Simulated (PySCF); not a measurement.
# Molecular orbitals of SmF

revPBE at R = 2.070 Å; basis Sm x2c-TZVPall, F x2c-TZVPall; spin-free X2C with a Gaussian nucleus; PySCF 2.14. State: octet, about 6.0 electrons in the 4f shell (Mulliken), real f orbitals that mix terms. Only the outer orbitals are listed, counted within each symmetry.

```csv
spin,orbital,occ.,ε (eV),on Sm (%),main shells (%)
α,15σ,1,-3.30,100,87 Sm s
α,3δ,1,-2.84,100,100 Sm f
α,1φ,1,-2.83,100,99 Sm f
α,1φ,1,-2.83,100,99 Sm f
α,8π,1,-2.49,100,99 Sm f
α,8π,1,-2.49,100,99 Sm f
α,16σ,1,-2.36,100,93 Sm f
α,3δ,0,-2.28,100,100 Sm f
α,4δ,0,-1.55,100,100 Sm d
α,4δ,0,-1.51,100,100 Sm d
β,15σ,0,-2.25,100,92 Sm s
β,3δ,0,-0.42,100,100 Sm d
β,8π,0,-0.35,100,"72 Sm p, 28 Sm d"
```

Question: Which are the highest filled and the lowest empty level, where do they sit, and how wide is the gap?

Answer: Highest filled α 16σ at -2.36 eV (in %: 93 Sm f); lowest empty α 3δ at -2.28 eV (in %: 100 Sm f); the gap at revPBE is 0.08 eV.

| Item | Value |
| --- | --- |
| bond order (Mayer) | 0.88 |
| ⟨S²⟩ | 15.755 |
| charge on Sm (Mulliken, basis-dependent) | 0.50 |
| charge on Sm (Löwdin, basis-dependent) | 0.32 |
| dipole moment (positive dipole means Sm(−)F(+)) | -3.13 D |

Spin–orbit coupling is left out. The state is the lowest single determinant that the PBE0 search found; with open d or f shells the true ground state can be another one.
